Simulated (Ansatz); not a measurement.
`[NH2][GaH][NH][SnH3]` + `[AsH3]` → `[NH2][GaH][AsH2]` + `[NH2][SnH3]` at 298.15 K and 1 bar (ligand exchange at a Ga–N bond).

Gas-phase electronic energies from Ansatz, PBE0-D4/def2-TZVP geometries. CCSD(T)/CBS adds triple-zeta CCSD(T) − MP2 to the extrapolated MP2 energy (def2 sets, frozen cores). def2 core potentials past Kr. For As, Ga, Sn outer-core shells are correlated without core-valence functions, which leaves a few kJ/mol of doubt a bond. Scalar relativity is left out up to krypton. One conformer a species, not always the lowest.

```json
{"species": "`[NH2][GaH][NH][SnH3]`", "CCSD(T)/CBS energy (Eh)": "-2251.60927", "H − E (kJ/mol)": "203.5", "S (J/(mol·K))": "403.9"}
{"species": "`[AsH3]`", "CCSD(T)/CBS energy (Eh)": "-2236.79077", "H − E (kJ/mol)": "67.8", "S (J/(mol·K))": "222.9"}
{"species": "`[NH2][GaH][AsH2]`", "CCSD(T)/CBS energy (Eh)": "-4216.68718", "H − E (kJ/mol)": "145.6", "S (J/(mol·K))": "342.8"}
{"species": "`[NH2][SnH3]`", "CCSD(T)/CBS energy (Eh)": "-271.71442", "H − E (kJ/mol)": "133.6", "S (J/(mol·K))": "290.3"}
```

H − E and S are ideal-gas, rigid-rotor, harmonic terms from PBE0-D4/def2-TZVP, for one conformer and one mirror image of each species. 1 Eh = 2625.50 kJ/mol, R = 8.31446 J/(mol·K).

**Question.** By hand: ΔE, ΔH, ΔS and ΔG.

**Answer.** ΔE = (-4216.68718) + (-271.71442) − (-2251.60927) − (-2236.79077) = -0.00156 Eh = -4.1 kJ/mol. Δ(H − E) = 145.6 + 133.6 − 203.5 − 67.8 = 7.9, so ΔH = 3.8 kJ/mol. ΔS = 342.8 + 290.3 − 403.9 − 222.9 = 6.3 J/(mol·K). ΔG = 3.8 − 298.15 × (6.3)/1000 = 1.9 kJ/mol.

**Question.** By hand: the equilibrium constant, and the temperature at which ΔG would vanish if ΔH and ΔS stayed fixed.

**Answer.** log₁₀ K = −ΔG/(RT ln 10) = -0.3. ΔG = 0 at ΔH/ΔS = 603 K, though so small a ΔH makes that figure unsure.

TΔS isn't small against ΔH here. The sign of ΔG lies within the doubt. A doubt of 5 kJ/mol in ΔE shifts log₁₀ K by 0.9 here. Other conformers and mirror images would add mixing entropy, several J/(mol·K) or more a flexible species. Modes under 60 cm⁻¹, often nearly free rotors, make the harmonic entropy too high. These are equilibria of isolated gas molecules and say nothing of rates. Largest T1 diagnostic: 0.014 (customary marks: 0.02 for closed shells, 0.045 for open ones).
